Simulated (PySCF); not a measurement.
## Exercise with solution: entropy of an ideal gas

C2H4N3, SMILES c1nc[nH+][nH]1, charge +1.

Geometry: PBE0-D3(BJ)/def2-SVP. The isomer is the one that the SMILES or the coordinates give; other isomers of the formula were not compared.

PBE0-D3(BJ)/def2-SVP run with PySCF gives the harmonic wavenumbers 555, 635, 643, 676, 931, 944, 955, 996, 1128, 1132, 1230, 1275, 1304, 1460, 1514, 1567, 1582, 3280, 3283, 3597, 3610 cm⁻¹ and the rotational temperatures 0.4749, 0.4581, 0.2332 K. The molar mass is 70.07 g/mol, the symmetry number 2, the spin multiplicity 1.

Work out the entropy at 298.15 K and 1 atm in the rigid-rotor, harmonic-oscillator model.


Translation (Sackur–Tetrode at 1 atm): S = R[1.5 ln M + 2.5 ln T − 1.16487] = 161.7 J/(mol K).
Rotation: q = (√π/σ) T^1.5/√(θA θB θC) = 20300, S = R[ln q + 3/2] = 94.9 J/(mol K).
Vibration: with u = 1.4388 ν/T, each mode gives R[u/(e^u − 1) − ln(1 − e^−u)]:
```tsv
ν (cm⁻¹)	modes	u	S (J/(mol K))
555	1	2.68	2.23
635	1	3.06	1.65
643	1	3.10	1.60
676	1	3.26	1.41
931	1	4.49	0.52
944	1	4.56	0.49
955	1	4.61	0.47
996	1	4.81	0.40
1128	1	5.44	0.23
1132	1	5.46	0.23
1230	1	5.94	0.15
1275	1	6.15	0.13
1304	1	6.29	0.11
1460	1	7.05	0.06
1514	1	7.31	0.05
1567	1	7.56	0.04
1582	1	7.63	0.03
```
The stiffer modes add less than 0.005 each. Sum 9.8 J/(mol K).
Spin: R ln 1 = 0.0 J/(mol K).
Total 266.4 J/(mol K); the program's own thermochemistry gives 266.4. Translation makes up 61 % and vibration 4 %. Anharmonicity, hindered rotation and orbital degeneracy are left out.
